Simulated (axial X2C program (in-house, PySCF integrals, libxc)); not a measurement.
**Correcting the dissociation energy of NiTe⁺ for spin–orbit coupling**

A spin-free PBE0 curve (one-electron X2C) was computed with an in-house all-electron X2C program for linear molecules (integrals from PySCF), basis Te dyall-cv3z [11s12p8d4f1g], Ni dyall-cv3z [9s9p6d3f2g] (cores contracted in-house), for the state M_S = 3/2, Λ = 0 (beyond evenly filled blocks: σα, π+α, π-α). It gives D0 = 2.594 eV to Te + Ni+, which in a spin-free picture are the weighted means of the ground terms.

Measured levels of the ground terms (NIST Handbook of Basic Atomic Spectroscopic Data), in cm⁻¹: Te 3P: J = 2 at 0, J = 0 at 4706.5, J = 1 at 4750.7; Ni+ 2D: J = 5/2 at 0, J = 3/2 at 1506.9.

The molecular state has Λ = 0, so it has no first-order lowering.

**Question.** How far does each ground level lie under the (2J+1)-weighted mean of its term?

**Answer.** Te: (5 × 0 + 1 × 4706.5 + 3 × 4750.7)/9 = 2107 cm⁻¹; Ni+: (6 × 0 + 4 × 1506.9)/10 = 603 cm⁻¹.

**Question.** Correct D0.

**Answer.** D0 = 2.594 + (0 − 2710)/8065.5 = 2.258 eV at PBE0 with these spin–orbit terms.

Second-order spin–orbit effects in the molecule, which grow quickly with Z, are left out. Occupations by symmetry block were frozen at the best pattern of an incomplete PBE0 search. Dissociation energies refer to the lowest single-determinant-based atoms at the same level and basis. PBE0 can misorder states that lie within some tenths of an eV, so this need not be the ground state of the molecule. The nearest other spin-free determinant of the search, M_S = 3/2, Λ = 2, lies 0.08 eV up at the distance of the search.
